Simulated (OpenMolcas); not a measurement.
Zr III.

```json
{
 "Program": "OpenMolcas",
 "Method": "CASSCF",
 "Basis": "ANO-RCC-VTZP [7s6p4d2f1g]",
 "Scalar Hamiltonian": "DKH2, point nucleus",
 "Active space": "2 electrons in 5 orbitals (4d)",
 "State averaging": "2S+1 = 3 even, 10 roots; 2S+1 = 1 even, 15 roots",
 "Spin-orbit coupling": "RASSI with atomic mean-field integrals over the reference wave functions, term energies averaged over their components"
}
```

Levels without dynamic correlation, in cm-1 above 4d2 3F2:

| Level | E |
| --- | --- |
| 4d2 1G4 | 13870 |
| 4d2 1D2 | 9186 |
| 4d2 3P0 | 10262 |
| 4d2 1S0 | 33074 |

On this reference, SS-CASPT2, IPEA 0.25 Eh, imaginary shift 0.1 Eh (closed shells correlated: 4s 4p) puts 4d2 1G4 at 11670 cm-1.

Q: Estimate the other levels at that method by one scale factor, and say how well it serves.

A: The factor is 11670 / 13870 = 0.841. Scaled values beside those that SS-CASPT2 gives and measured ones (Moore, Atomic Energy Levels, vol. II, NSRDS-NBS 35 (1971 reprint of NBS Circular 467, 1952); NIST levels as listed in Rynkun, Gaigalas and Jonsson, Astron. Astrophys. 637, A10 (2020)):
| Level | Scaled | SS-CASPT2 | Miss (%) | Measured |
| --- | --- | --- | --- | --- |
| 4d2 1D2 | 7725 | 5470 | +41.2 | 5742 |
| 4d2 3P0 | 8630 | 8550 | +0.9 | 8062 |
| 4d2 1S0 | 27815 | 24070 | +15.6 | 23979 |
For these levels the scaled values miss SS-CASPT2 by up to 41.2 %, as correlation changes each term by its own factor, spin-orbit parts do not scale and CASPT2 has its own spread within terms. This holds within one configuration; levels of others move differently, and the target method has errors of its own against measurement.

CASPT2 breaks the degeneracy within a term, and the mean is taken; among the terms shown or strongly mixed into the levels shown the widest spread is 480 cm-1 (4d2 3F, SS-CASPT2). Levels of configurations with an s electron are missing; early in the row they begin among the upper levels of the d shell and mix with terms of their name. Without dynamic correlation excited terms often stand tens of per cent too high (terms of higher spin than the ground term too low), and those without a measured partner can miss by more than the paired ones (holds for CASSCF). Measured partners are found by configuration, term and J. A level has none where our copy of the source lacks it or the pairing is in doubt (some pairs that miss far off the trend of their configuration count as doubtful), and it then counts in no deviation. Levels of configurations outside the active space are missing.
